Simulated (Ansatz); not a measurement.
Diatomic CuBr, closed-shell singlet (the spin of the measured ground state). No spin–orbit coupling. Cu is treated without relativity. Br is treated without relativity.

D_e counts from the fitted minimum to each atom's lowest state at the same level, without counterpoise. The singlet is restricted.

Correlated levels freeze the inner cores; with def2 sets outer-core shells near the valence are correlated too. CBS: X⁻³ extrapolation of the correlation energy, Hartree–Fock from the larger set.

Codes used: Ansatz (Gaussian orbitals). 

PBE/def2-TZVPP gives 328.5 kJ/mol for the bond energy D_e.

Predict the shift from PBE, with its sign, for: r2SCAN/def2-TZVPP, PBE0/def2-TZVPP, wB97M-V/def2-TZVPP, CCSD(T)/CBS(def2-TZVPP, def2-QZVPP).

r2SCAN/def2-TZVPP 8.2; PBE0/def2-TZVPP -5.8; wB97M-V/def2-TZVPP 6.3; CCSD(T)/CBS(def2-TZVPP, def2-QZVPP) 17.5 kJ/mol. 3 of 4 lie above PBE; the widest gap is to CCSD(T)/CBS(def2-TZVPP, def2-QZVPP).

Ansatz is a quantum-chemistry and plane-wave program.
